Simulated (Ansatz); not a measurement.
Z-matrix (Å, degrees):
```
In
C 1 2.154
F 1 1.964 2 106.9
Cl 1 3.104 2 34.6 3 110.3
H 1 1.698 2 139.0 3 174.8
Si 2 1.878 1 114.7 3 8.7
H 2 1.091 1 111.0 3 136.3
H 6 1.487 2 109.6 1 -176.1
H 6 1.488 2 107.4 1 65.0
H 6 1.480 2 109.9 1 -55.3
```

Charge 0, multiplicity 1. In takes the def2 core potential.

(1) List the CAM-B3LYP/def2-TZVPP orbital energies in eV (the Gaussian-basis code of Ansatz). (Estimate.)

Results:

(1) Ansatz gave: Occupied: -2764.82, -1801.05, -671.45, -280.43, -259.54, -198.66, -198.43, -198.42, -145.64, -129.87, -100.97, -100.96, -100.95, -86.65, -86.32, -86.28, -31.87, -25.82, -23.65, -23.45, -23.41, -23.31, -23.25, -20.20, -16.58, -14.45, -13.81, -12.48, -12.36, -11.69, -11.65, -11.29, -11.10, -10.91, -10.02, -9.02. Lowest empty: -0.96, -0.14, 0.63, 1.28, 1.76, 1.98, 2.22, 2.57.
